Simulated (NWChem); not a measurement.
System meant: C$_{2}$H$_{6}$BO$_{3}$, doublet; SMILES COB([O])OC

NWChem input:

```
start job
memory heap 200 mb stack 900 mb global 1100 mb
geometry units angstroms noautoz
  C     -0.774919    -2.140143    -0.000909
  O     -0.749220    -0.715002     0.000189
  B      0.419236     0.000716     0.000008
  O      1.610819    -0.687867    -0.000249
  O      0.451220     1.356944     0.000086
  C     -0.741494     2.136069     0.000687
  H     -0.284184    -2.546581     0.890648
  H     -0.282986    -2.545277    -0.892387
  H     -1.824350    -2.444690    -0.001825
  H     -0.744067     2.773290     0.891304
  H     -0.744293     2.774244    -0.889239
  H     -1.638207     1.510084     0.000466
end
basis spherical
  C library def2-svp
  O library def2-svp
  B library def2-svp
  H library def2-svp
end
dft
  odft
  mult 3
  xc xpbe96 cpbe96
  iterations 150
  mulliken
end
task dft energy
```

End of the output:

```
 Summary of "ao basis" -> "" (spherical)
 ------------------------------------------------------------------------------
       Tag                 Description            Shells   Functions and Types
 ---------------- ------------------------------  ------  ---------------------
 C                          def2-svp                 6       14   3s2p1d
 O                          def2-svp                 6       14   3s2p1d
 B                          def2-svp                 6       14   3s2p1d
 H                          def2-svp                 3        5   2s1p

  pbe96 is a nonlocal functional; adding pw91lda local functional.

                                 NWChem DFT Module
                                 -----------------

 Summary of "ao basis" -> "ao basis" (spherical)
 ------------------------------------------------------------------------------
       Tag                 Description            Shells   Functions and Types
 ---------------- ------------------------------  ------  ---------------------
 C                          def2-svp                 6       14   3s2p1d
 O                          def2-svp                 6       14   3s2p1d
 B                          def2-svp                 6       14   3s2p1d
 H                          def2-svp                 3        5   2s1p

      Symmetry analysis of basis
      --------------------------

        a'         78
        a"         36

  number of electrons :                   47
  multiplicity        :                    3
 ------------------------------------------------------------------------
  no. of electrons and multiplicity not compatible                  47
 ------------------------------------------------------------------------
 ------------------------------------------------------------------------
  current input line :
    30: task dft energy
 ------------------------------------------------------------------------
 ------------------------------------------------------------------------
 There is an error in the input file
 ------------------------------------------------------------------------
 For more information see the NWChem manual at https://nwchemgit.github.io

0: no. of electrons and multiplicity not compatible:Received an Error in Communication
```

Problem. What is wrong, and how is it mended?

Solution. The input was rejected before any calculation. Cause: the multiplicity doesn't fit the number of electrons (an even count wants an odd multiplicity, and the reverse). This input runs:
```
start job
memory heap 200 mb stack 900 mb global 1100 mb
geometry units angstroms noautoz
  C     -0.774919    -2.140143    -0.000909
  O     -0.749220    -0.715002     0.000189
  B      0.419236     0.000716     0.000008
  O      1.610819    -0.687867    -0.000249
  O      0.451220     1.356944     0.000086
  C     -0.741494     2.136069     0.000687
  H     -0.284184    -2.546581     0.890648
  H     -0.282986    -2.545277    -0.892387
  H     -1.824350    -2.444690    -0.001825
  H     -0.744067     2.773290     0.891304
  H     -0.744293     2.774244    -0.889239
  H     -1.638207     1.510084     0.000466
end
basis spherical
  C library def2-svp
  O library def2-svp
  B library def2-svp
  H library def2-svp
end
dft
  odft
  mult 2
  xc xpbe96 cpbe96
  iterations 150
  mulliken
end
task dft energy
```
It converges to -329.75467 Ha (PBE/def2-SVP, spin-unrestricted).
